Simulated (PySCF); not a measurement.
[Er(NO2)]2+ relaxed at several levels

Computed with PySCF 2.14.0, def2-SVP on the ligands, density fitting, scalar-relativistic core potentials, no spin-orbit coupling, vacuum. Each row is relaxed at its own level from the same template. Distances are means of the shortest metal–ligand contacts, charges and spins Mulliken's; removal energies are rigid, with the ligand's formal charge and no counterpoise, so too large; for an anion taken off a cation in vacuum most of it is the attraction of opposite charges, and multiply charged cations can part far more cheaply with an electron moved from ligand to metal. lcecp potentials hold a fixed number of 4f electrons in the core, out of states, spins and gaps.

```
level      basis on the metal  point group  M–NO2 (Å)  charge on M (e)  removal of one NO2 (eV)  strongest infrared band, degenerate modes summed (cm⁻¹)  unstable modes (below −25 cm⁻¹)
  PBE  lcecp-1-SVP with ECP57          C2v      2.157             1.93                    23.33                                                     1014                                0
```

Question: What does the calculation give for PBE0, lcecp-1-SVP with ECP57?

Answer: point group: C2v, M–NO2 (Å): 2.144, charge on M (e): 2.04, removal of one NO2 (eV): 22.76, strongest infrared band, degenerate modes summed (cm⁻¹): 1179, unstable modes (below −25 cm⁻¹): 0.
```xyz
4

Er    0.0000    0.0000   -0.3020
O     1.0372    0.0000    1.5742
O    -1.0372    0.0000    1.5742
N     0.0000    0.0000    2.3052
```

One start shape was tried for each, so a minimum needn't be the lowest isomer.
